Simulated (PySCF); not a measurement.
This PySCF input asks for the NMR shieldings of `[H]/N=C(\C=C)CC#C[SiH3]`, C6H9NSi; the geometry comes from GFN2-xTB.

```python
import basis_set_exchange as bse
import numpy as np
from pyscf import gto, dft
from pyscf.prop import nmr

atoms = """
C    -2.569272   -1.559795    0.359687
C    -1.595650   -0.658974    0.346609
C    -1.213674    0.124484   -0.840117
N    -1.469548   -0.138045   -2.047750
C    -0.411086    1.372978   -0.555613
C     0.827921    1.029665    0.114160
C     1.843337    0.707993    0.678296
Si    3.407431    0.226839    1.528531
H    -2.827180   -2.109286    1.248972
H    -3.162322   -1.774778   -0.516150
H    -1.030188   -0.445236    1.244023
H    -1.996571   -0.994490   -2.204338
H    -0.197934    1.877238   -1.500379
H    -0.994677    2.041610    0.086219
H     3.763922    1.289564    2.472805
H     3.160932   -1.028760    2.245519
H     4.457561    0.051023    0.522897
"""
names = dict.fromkeys(["C", "N", "Si", "H"], "pcSseg-1")
basis = {el: gto.basis.parse(bse.get_basis(n, elements=[el], fmt="nwchem")) for el, n in names.items()}
mol = gto.M(atom=atoms, basis=basis, charge=0, verbose=0)
mf = dft.RKS(mol, xc="PBE0")
mf.grids.level = 2
mf.grids.alignment = dft.numint.BLKSIZE   # the property module wants whole blocks of grid points
mf.conv_tol = 1e-9
mf.kernel()

calc = nmr.RKS(mf)   # GIAO
C = mf.mo_coeff
Co = C[:, mf.mo_occ > 0]
resp = mf.gen_response(singlet=True, hermi=2)
def vind(x):   # induced exchange potential for any number of trial vectors
    d = np.einsum("pi,xij,qj->xpq", C, 2 * x.reshape(-1, C.shape[1], Co.shape[1]), Co, optimize=True)
    return np.einsum("xpq,pi,qj->xij", resp(d - d.transpose(0, 2, 1)), C, Co, optimize=True).ravel()
mo1, _ = nmr.rhf.solve_mo1(calc, with_cphf=vind)
sigma = calc.kernel(mo1)
for i, s in enumerate(sigma):   # ppm
    w = np.linalg.eigvalsh((s + s.T) / 2)
    print("%2d %-2s iso %8.1f  s11 %8.1f  s22 %8.1f  s33 %8.1f" % (i, mol.atom_pure_symbol(i), w.mean(), *w))
```

Task: Give the expected output.

Result: 
```
 0 C  iso     59.3  s11    -56.8  s22     58.2  s33    176.4
 1 C  iso     47.4  s11    -74.4  s22     59.9  s33    156.6
 2 C  iso     13.5  s11   -101.0  s22     17.0  s33    124.6
 3 N  iso    -67.0  s11   -378.5  s22    -68.6  s33    245.9
 4 C  iso    151.3  s11    131.3  s22    150.7  s33    171.7
 5 C  iso     71.6  s11    -27.3  s22    -24.2  s33    266.3
 6 C  iso    104.0  s11     21.8  s22     29.7  s33    260.4
 7 Si iso    448.6  s11    440.2  s22    443.4  s33    462.0
 8 H  iso     25.9  s11     23.5  s22     25.1  s33     29.1
 9 H  iso     25.7  s11     22.4  s22     25.0  s33     29.5
10 H  iso     24.7  s11     20.9  s22     22.7  s33     30.6
11 H  iso     20.5  s11     12.5  s22     23.0  s33     25.9
12 H  iso     28.2  s11     23.8  s22     27.4  s33     33.3
13 H  iso     28.3  s11     25.3  s22     27.2  s33     32.5
14 H  iso     27.5  s11     24.0  s22     25.8  s33     32.6
15 H  iso     27.5  s11     23.8  s22     26.3  s33     32.3
16 H  iso     27.5  s11     23.9  s22     25.9  s33     32.7
```

These numbers come from an equivalent density-fitted implementation of the same equations, which agrees with the script to about 0.01 ppm for H and up to a few tenths of a ppm for heavy atoms, so last digits may differ.

Task: Turn these shieldings into chemical shifts. Scale: 13C (σ = 186.93 ppm) and 29Si (σ = 349.16 ppm) and 1H (σ = 31.72 ppm) vs TMS; 15N (σ = 267.73 ppm) against NH3 (reference shieldings calculated alike).

Result: Averaging equivalent atoms: C 2: 173.4; C 1: 139.5; C 0: 127.7; C 5: 115.3; C 6: 83.0; C 4: 35.7; N 3: 334.8; Si 7: -99.4; H 11: 11.22; H 10: 6.99; H 9: 6.05; H 8: 5.85; H 14/15/16: 4.25; H 12/13: 3.46 ppm. Experimental scales use liquid or dissolved standards, which lie at an offset from isolated NH3 (liquid NH3: subtract about 20 ppm). Unscaled 15N shifts of sp2 nitrogen come out 20 to 40 ppm too high even then.

Size and cost of the density-fitted run: 188 basis functions, 29 s wall time on 1 thread of an Arm Neoverse V1, shared host; peak memory 0.84 GiB.
